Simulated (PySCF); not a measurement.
# Ce(54+) (cerium, charge +54): Hartree-Fock from Schrödinger to Dirac-Coulomb-Breit

Occupied: 1s1/2, 2s1/2. Hartree-Fock calculated with PySCF 2.14 in an uncontracted even-tempered set (19 s from 11 bohr⁻², ratio 2.3; 15 p from 13 bohr⁻², ratio 2.3), Gaussian nucleus throughout. NR is non-relativistic, sf-X2C the spin-free one-electron X2C Hamiltonian, X2C adds the bare one-electron spin-orbit term, X2C-SNSO screens it by Boettger's factors, DC is four-component Dirac-Coulomb, and the Gaunt and Breit terms are added at first order (total energies over the DC spinors, levels after relaxing the spinors in that mean field). QED terms are absent. Levels marked empty are virtual spinors of this ion.

```
Hamiltonian  E (hartree)
         NR   -4114.5416
     sf-X2C   -4323.3050
        X2C   -4323.3050
   X2C-SNSO   -4323.3050
         DC   -4324.9387
   DC+Gaunt   -4321.5928
   DC+Breit   -4321.6623
```

| level (eV) | NR | sf-X2C | X2C | X2C-SNSO | DC | DC+Gaunt | DC+Breit |
| --- | --- | --- | --- | --- | --- | --- | --- |
| 1s1/2 | -44174.0 | -46263.0 | -46263.0 | -46263.0 | -46302.4 | -46222.1 | -46222.9 |
| 2s1/2 | -10589.5 | -11222.3 | -11222.3 | -11222.3 | -11226.7 | -11217.3 | -11218.3 |
| 2p1/2 (empty) | -10261.4 | -10501.7 | -10862.7 | -10849.0 | -10853.2 | -10836.1 | -10838.5 |
| 2p3/2 (empty) | -10261.4 | -10501.7 | -10345.6 | -10350.8 | -10351.6 | -10342.0 | -10344.4 |
| 3s1/2 (empty) | -4538.1 | -4750.6 | -4750.6 | -4750.6 | -4751.8 | -4749.2 | -4749.6 |

Task: How large are the two-electron picture-change error of X2C and the Breit correction in the total energy?

Result: X2C-1e lies 1.6337 hartree above Dirac-Coulomb; Gaunt adds 3.3459 and the full Breit term 3.2764 hartree.

```tsv
interval (eV)	X2C	X2C-SNSO	DC	DC+Gaunt	DC+Breit
2p3/2 − 2p1/2	517.1	498.2	501.6	494.0	494.0
```

Weight of the small component: 1s1/2 0.0464, 2s1/2 0.0111, 2p1/2 0.0110, 2p3/2 0.0105, 3s1/2 0.00468.

Koopmans' value for the highest occupied level at DC+Breit: 11218.3 eV, against an ionisation energy of 11210 ± 5 eV (theoretical estimate listed by NIST; NIST Atomic Spectra Database, ionization energies); the former lacks relaxation, correlation, QED and recoil.

The whole ladder took 120 s of wall time on 1 thread of Neoverse-N1 (shared host), launched as `OMP_NUM_THREADS=1 python relrun2.py TASK.json OUT` (a driver that calls PySCF for each Hamiltonian).
